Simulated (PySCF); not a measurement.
## Electronic absorption of C3H4N2S2

Species: C3H4N2S2.
SMILES: `CSc1nncs1`

Theory: TDDFT B3LYP/def2-SVPD, vertical, gas phase, core orbitals frozen in the response (PySCF). The structure is a single GFN2-xTB conformer in the gas phase; no vibrational or solvent corrections. Torsions of this conformer, `[CH3:1][S:2][c:3]1[n:4][n:5][cH:6][s:7]1`: C1–S2–C3–N4 0°.

**Question.** Predict the UV-vis stick spectrum at this level.

**Answer.** 

| state | λ (nm) | E (eV) | f | \|μ\| (D) | symmetry | main configurations (H = HOMO, L = LUMO) |
| --- | --- | --- | --- | --- | --- | --- |
| S1 | 268.6 | 4.62 | 0.0001 | 0.07 | – | H-1→L (100%) |
| S2 | 265.0 | 4.68 | 0.170 | 3.10 | A′ | H→L (97%) |
| S3 | 250.5 | 4.95 | 0.0005 | 0.16 | – | H→L+1 (98%) |
| S4 | 224.4 | 5.53 | 0.0008 | 0.20 | – | H→L+2 (94%) |
| S5 | 214.9 | 5.77 | 0.0092 | 0.65 | A′ | H-1→L+1 (77%), H-2→L (17%) |
| S6 | 205.7 | 6.03 | 0.011 | 0.68 | A″ | H→L+4 (91%) |
| S7 | 204.2 | 6.07 | 0.0000 | 0.03 | – | H-3→L (86%) |
| S8 | 203.8 | 6.08 | 0.018 | 0.89 | A′ | H→L+3 (70%), H-2→L (26%) |

Triplets (Tamm–Dancoff): T1 3.55 eV, H→L (93%); T2 4.20 eV, H-1→L (96%); T3 4.74 eV, H→L+1 (89%).

The lowest singlet comes at 269 nm (445 kJ/mol) in the ultraviolet; it is dark (f under 0.0005); its leading configuration is HOMO-1→LUMO (100%). The most intense listed level is S2 at 4.68 eV (265 nm, f = 0.170), 0.06 eV above S1. Löwdin shares by element: HOMO sulfur 47% or more, carbon 19% or more, nitrogen 11% or more (atoms not listed hold the other 23%); LUMO carbon 41% or more, sulfur 24% or more, nitrogen 13% or more (atoms not listed hold the other 23%). The oscillator strengths of these states sum to 0.210; summed over the whole spectrum of an exact calculation they would give the number of electrons, 68 (Thomas–Reiche–Kuhn). The listed states span 1.47 eV, and the widest gap between neighbours is 0.58 eV (S3 to S4). Of the 8 states listed, 3 reach f = 0.01 and 3 stay under 0.0005. Symmetry labels in Cs follow from the direction of the transition dipole and are given only for states with f of 0.002 or more. Only the lowest 8 singlets were computed, as vertical energies without vibronic structure.

Rough CPU time on one thread of a shared machine: about 60 s.
